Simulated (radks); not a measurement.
Valence configurations of the titanium ion Ti+ (all share [Ar]). Method: scalar-relativistic Kohn-Sham, r2SCAN, spin-polarised, spherical densities, finite nucleus; open shells are filled with parallel spins first; meta-GGA in the generalised Kohn-Sham scheme; Fermi nuclear charge, rms radius 3.5921 fm; computed with a radial shooting solver on a logarithmic mesh with Libxc functionals. Energies are relative to 3d2 4s1; eigenvalues in eV for spin up.

| valence | E (eV) | moment (Bohr magnetons) | e(3d) | e(4p) | e(4s) |
|---|---|---|---|---|---|
| 3d2.5 4s0.5 | -0.249 | 3 | -10.248 | - | -10.075 |
| 3d3 | -0.189 | 3 | -8.585 | - | - |
| 3d2 4s1 | 0.000 | 3 | -12.064 | - | -11.163 |
| 3d2 4s0.5 4p0.5 | 2.070 | 3 | -12.598 | -7.306 | -11.363 |
| 3d1 4s2 | 3.850 | 1 | -16.213 | - | -12.193 |
| 3d2 4p1 | 4.064 | 3 | -13.112 | -7.564 | - |
| 3d1 4s1 4p1 | 6.655 | 3 | -17.268 | -8.920 | -13.545 |
| 3d0.5 4s1 4p1.5 | 11.304 | 3 | -20.069 | -9.799 | -14.684 |
| 4s1 4p2 | 16.934 | 3 | - | -10.687 | -15.826 |
| 4p3 | 22.043 | 3 | - | -11.132 | - |

NIST lists [Ar] 3d2 4s1 as the ground configuration; this level of theory puts 3d2.5 4s0.5 lower, by 0.249 eV. The energies are those of spherical high-spin densities, not of single terms.
